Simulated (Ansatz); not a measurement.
`FC(F)(F)C1=CC(C(F)(F)F)=[O+][Zn-]([Cl])[O]1`. Total charge 0; spin multiplicity 1. For Zn the d shell is correlated and the shells below it are frozen. Scalar relativity is left out up to krypton.

```xyz
16

F     1.8097   -2.8408   -0.7331
C     0.5886   -2.5529   -0.2931
F    -0.2780   -2.8154   -1.2693
F     0.3106   -3.3501    0.7343
C     0.5323   -1.0833    0.1601
C    -0.3726   -0.2253   -0.4555
C    -0.4804    1.1144   -0.0983
C    -1.5081    1.9973   -0.8282
F    -2.3779    2.4911    0.0480
F    -2.1875    1.3237   -1.7542
F    -0.8869    3.0107   -1.4240
O     0.1708    1.7387    0.7760
Zn    1.5476    0.9349    1.8873
Cl    2.7925    1.6877    3.4067
O     1.3497   -0.8202    1.0771
H    -1.0104   -0.6107   -1.2339
```

Q: Give the diagnostics of a CCSD(T)/def2-TZVPP run (frozen core, the Gaussian-basis code of Ansatz). (Estimate.)

A: Computed: T1 = 0.0153, largest single amplitude 0.067, largest double 0.059, (T) share of the correlation energy 3.7 %, 12 CCSD cycles. The RHF solution is stable towards an unrestricted one. T1 lies under the customary mark of 0.02 for closed shells.
